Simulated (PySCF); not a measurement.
Pt: excitation energy

Pt [Xe] 4f14 5d9 6s1 (3D) → Pt [Xe] 4f14 5d10 (1S), as a difference of total energies. Calculation: PySCF 2.14, in aug-cc-pwCVDZ-PP with ECP60MDF; scalar relativity through the core potential. Correlated levels: valence and next inner shell: nothing frozen outside the core potential. The calculations carry no spin-orbit coupling.

```json
{"method": "UHF", "excitation energy (eV)": "1.020"}
{"method": "MP2 (valence and next inner shell)", "excitation energy (eV)": "0.435"}
{"method": "SCS-MP2 (valence and next inner shell)", "excitation energy (eV)": "0.425"}
{"method": "CCSD (valence and next inner shell)", "excitation energy (eV)": "0.689"}
{"method": "CCSD(T) (valence and next inner shell)", "excitation energy (eV)": "0.589"}
```

Problem. How much does correlation contribute at CCSD(T) (valence and next inner shell)?

Solution. 0.589 − (1.020) = -0.431 eV, measured against UHF.

Errors of the correlated levels include the incompleteness of this basis.

For comparison: 0.239 eV (measured; NIST levels, between the centres of gravity of the two terms).
